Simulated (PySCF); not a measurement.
3,5-dichloro-1,2,4-thiadiazole, C₂Cl₂N₂S.
Geometry (PBE0-D3(BJ)/def2-SVP, Å), atoms numbered from 1 in this order:
```xyz
7
C2Cl2N2S angstrom
Cl    -2.524   -0.551    0.834
C     -1.024   -0.054    0.189
N     -0.965    0.946   -0.646
S      0.624    1.153   -1.066
C      1.103   -0.167   -0.053
Cl     2.719   -0.664    0.099
N      0.104   -0.718    0.559
```

Computed with core-valence-separated Tamm–Dancoff BHandHLYP/aug-pcX-1 (def2-SVPD on S, def2-SVPD on Cl) in PySCF, non-relativistic, gas phase, PBE0-D3(BJ)/def2-SVP geometry. The energies are unshifted.

The lowest roots of each edge with f over 0.003 (five at most, numbered afresh; weaker and dark ones are left out), with transition dipoles (au) in the frame of the coordinates:

| root | edge | E (eV) | μx | μy | μz |
| --- | --- | --- | --- | --- | --- |
| 1 | C | 284.71 | -0.0123 | -0.0643 | -0.0780 |
| 2 | C | 285.35 | 0.0123 | 0.0638 | 0.0773 |
| 3 | C | 287.54 | -0.0826 | 0.0200 | -0.0033 |
| 4 | C | 287.69 | -0.0740 | -0.0202 | 0.0285 |
| 5 | C | 288.29 | 0.0155 | -0.0582 | 0.0455 |
| 6 | N | 397.20 | -0.0074 | -0.0390 | -0.0472 |
| 7 | N | 397.21 | 0.0100 | 0.0524 | 0.0636 |
| 8 | N | 399.06 | -0.0601 | -0.0137 | 0.0207 |
| 9 | N | 400.04 | -0.0037 | -0.0195 | -0.0237 |
| 10 | N | 401.14 | 0.0185 | 0.0140 | -0.0144 |

Q: What are the oscillator strengths?

A: f = (2/3) ΔE |μ|², with ΔE in hartree (27.2114 eV):

```json
{"root": "1", "ΔE (Eh)": "10.4631", "|μ|² (au)": "0.010361", "f": "0.072", "core hole on": "C5"}
{"root": "2", "ΔE (Eh)": "10.4864", "|μ|² (au)": "0.010209", "f": "0.071", "core hole on": "C2"}
{"root": "3", "ΔE (Eh)": "10.5669", "|μ|² (au)": "0.007239", "f": "0.051", "core hole on": "C5"}
{"root": "4", "ΔE (Eh)": "10.5723", "|μ|² (au)": "0.006696", "f": "0.047", "core hole on": "C2"}
{"root": "5", "ΔE (Eh)": "10.5944", "|μ|² (au)": "0.005695", "f": "0.040", "core hole on": "C5"}
{"root": "6", "ΔE (Eh)": "14.5968", "|μ|² (au)": "0.003800", "f": "0.037", "core hole on": "N3"}
{"root": "7", "ΔE (Eh)": "14.5973", "|μ|² (au)": "0.006886", "f": "0.067", "core hole on": "N7"}
{"root": "8", "ΔE (Eh)": "14.6651", "|μ|² (au)": "0.004230", "f": "0.041", "core hole on": "N3"}
{"root": "9", "ΔE (Eh)": "14.7011", "|μ|² (au)": "0.000957", "f": "0.009", "core hole on": "N7"}
{"root": "10", "ΔE (Eh)": "14.7418", "|μ|² (au)": "0.000746", "f": "0.007", "core hole on": "N7"}
```

Q: What is the unit vector of the normal of the molecular plane, and which share of each root's |μ|² lies along it?

A: (0.12, 0.63, 0.77), up to sign.

```csv
root,core hole on,share along it,final orbital under reflection in the plane
1,C5,1.00,odd
2,C2,1.00,odd
3,C5,0.00,even
4,C2,0.00,even
5,C5,0.00,even
6,N3,1.00,odd
7,N7,1.00,odd
8,N3,0.00,even
9,N7,1.00,odd
10,N7,0.00,even
```

The 1s orbitals of atoms in the plane are even under the reflection, so light polarised along the normal reaches odd orbitals alone (the out-of-plane π set) and light polarised in the plane even ones.

Q: For fixed molecules, how does the intensity of root 1 change when the electric field is turned 30° away from the normal of the molecular plane?

A: Intensity goes as (E·μ)², and μ lies along that direction, so it falls to cos²30° = 0.75 of its maximum; it vanishes at 90°.

Q: Molecules are fixed in this frame and the field points along y. What effective strengths 3 f cos²θ do the roots have (θ between field and μ)?

A: root 1 (C5): 0.086, root 2 (C2): 0.085, root 3 (C5): 0.008, root 4 (C2): 0.009, root 5 (C5): 0.072, root 6 (N3): 0.044, root 7 (N7): 0.080, root 8 (N3): 0.005, root 9 (N7): 0.011, root 10 (N7): 0.006. Averaged over all orientations cos²θ is 1/3, which gives f back.

